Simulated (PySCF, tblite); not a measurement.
Species: C5H14OSSi.
Numbering: `[CH3:1][CH2:2][C@:3]([CH3:4])([CH2:5][SH:6])[O:7][SiH3:8]` (hydrogens: H9, H10, H11 on C1; H12, H13 on C2; H14, H15, H16 on C4; H17, H18 on C5; H19 on S6; H20, H21, H22 on Si8)

Geometry (GFN2-xTB, Å), atoms numbered from 1 in this order:
```xyz
22
C5H14OSSi angstrom
C      2.2735   -0.3166    0.2800
C      0.9596   -1.0596    0.0671
C     -0.2125   -0.1596   -0.3735
C     -1.4744   -1.0126   -0.5060
C      0.1169    0.5198   -1.7097
S     -1.2540    1.5436   -2.3391
O     -0.4042    0.8748    0.5571
Si    -0.9315    0.9245    2.0832
H      2.7098   -0.0032   -0.6653
H      2.1112    0.5616    0.9005
H      2.9873   -0.9656    0.7823
H      1.0912   -1.8478   -0.6765
H      0.6637   -1.5291    1.0078
H     -2.3266   -0.3804   -0.7425
H     -1.3504   -1.7460   -1.2984
H     -1.6726   -1.5288    0.4297
H      0.3167   -0.2200   -2.4825
H      0.9790    1.1749   -1.5940
H     -1.3872    2.2537   -1.2229
H     -0.7455    2.3475    2.3262
H     -0.1303    0.0845    2.9788
H     -2.3300    0.5038    2.1971
```

Jobs on this species (22 atoms, 82 electrons) with PySCF (density fitting) and tblite. Hardware of each: one thread, Arm Neoverse N1 (aarch64), no GPU, on a shared host. Times come from a shared host and carry two figures at best.

Question: Rank these jobs by wall time, shortest first.
A. GFN2-xTB; Hessian by finite differences
B. PBE0/pcSseg-1; shieldings, charges and field gradients; 220 basis functions
C. GFN2-xTB; L-BFGS relaxation

Answer: C (0.97 s), A (1.7 s), B (88 s).

All jobs:

```
level and settings                                     work  basis functions  SCF cycles  wall time
          GFN2-xTB                        L-BFGS relaxation                –           –     0.97 s
          GFN2-xTB            Hessian by finite differences                –           –      1.7 s
     PBE0/pcSseg-1  shieldings, charges and field gradients              220          13       88 s
```

What do all jobs in the table cost together?

About 91 s; the longest takes about 97 % of that, and about 91 times as long as the shortest.
